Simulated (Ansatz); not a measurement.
C2H6OSeSi (`O[SiH]1C[Se]C1`), relaxed with RKS PBE-D4/def2-SVP in the Gaussian-basis code of Ansatz from a rough embedded geometry. The force threshold is 0.03 eV/Å; the program also tests the step.

Charge 0, multiplicity 1.

Start:

```xyz
11

O     0.297    1.363    1.521
Si   -0.391    0.734    0.154
C     0.903    0.131   -1.039
Se    0.429   -1.748   -0.935
C    -0.831   -1.077    0.335
H     1.006    0.704    1.852
H    -1.482    1.582   -0.430
H     1.867    0.394   -0.717
H     0.678    0.571   -2.084
H    -0.635   -1.403    1.358
H    -1.841   -1.250   -0.016
```

(1) By how much does the energy fall, and how many steps does the optimiser take? (Estimate.)

(2) Which bonds change most? (Estimate.)

(3) Give the relaxed structure. (Estimate.)

Answers

(1) Computed: 67.85 kJ/mol, in 13 steps, 2 of them rejected.

(2) Computed: Se4–C5 from 1.911 to 2.004 Å; C3–Se4 from 1.941 to 2.004 Å; C3–H8 from 1.050 to 1.109 Å.

(3) Ansatz gave: 
```xyz
11

O     0.102    1.588    1.505
Si   -0.335    0.666    0.168
C     0.982    0.155   -1.101
Se   -0.100   -1.501   -1.426
C    -0.853   -1.147    0.397
H     0.813    1.226    2.061
H    -1.427    1.452   -0.486
H     1.987   -0.112   -0.718
H     1.082    0.778   -2.011
H    -0.312   -1.743    1.159
H    -1.938   -1.364    0.454
```
